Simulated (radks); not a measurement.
The numbers below are computed, except where a source is named.
All-electron atom: the mercury ion Hg51+ in [Ar] 3d10 4s1.

Level of theory: Dirac Kohn-Sham, BLYP, spin-unpolarised, spherical densities, finite nucleus; Fermi nuclear charge, rms radius 5.4648 fm (a radial shooting solver on a logarithmic mesh with Libxc functionals).

Energy parts (eV):
total: -481464.58
kinetic: 561608.01
electron-nucleus: -1121196.03
Hartree: 85416.17
exchange-correlation: -7292.74

Orbitals (lengths in bohr, moments of r in powers of bohr):
| orbital | occ. | eigenvalue (eV) | <1/r> | small-component weight |
|---|---|---|---|---|
| 1s1/2 | 2 | -85839.77 | 97.52 | 9.25e-02 |
| 2s1/2 | 2 | -17476.17 | 24.08 | 2.13e-02 |
| 2p1/2 | 2 | -16899.96 | 24.04 | 2.14e-02 |
| 2p3/2 | 4 | -14941.60 | 19.46 | 1.90e-02 |
| 3s1/2 | 2 | -6117.583 | 9.021 | 7.43e-03 |
| 3p1/2 | 2 | -5863.943 | 8.935 | 7.37e-03 |
| 3p3/2 | 4 | -5409.690 | 7.746 | 6.70e-03 |
| 3d3/2 | 4 | -5000.525 | 7.628 | 6.55e-03 |
| 3d5/2 | 6 | -4901.394 | 7.359 | 6.37e-03 |
| 4s1/2 | 1 | -3030.243 | 4.439 | 3.41e-03 |

The highest occupied level is 4s1/2 at -3030.2 eV. The density falls to 0.001 e/bohr^3 at r = 0.80 bohr. The electron density at the nucleus is 2.319e+06 e/bohr^3. Summed over all electrons, <r^2> = 0.7633 bohr^2, which gives a Langevin (diamagnetic) susceptibility term of -0.605 x 10^-6 cm^3/mol. For comparison, the ionisation energy in NIST's Atomic Spectra Database is 3050 eV (semi-empirical). In exact Kohn-Sham theory the highest level is minus the ionisation energy, but local and semilocal functionals leave it too shallow, through self-interaction and a potential that decays too fast; potentials with the right tail come closer.

Beside tabulated values, note that spin-unpolarised runs miss the spin-polarisation part of the exchange energy of open shells.
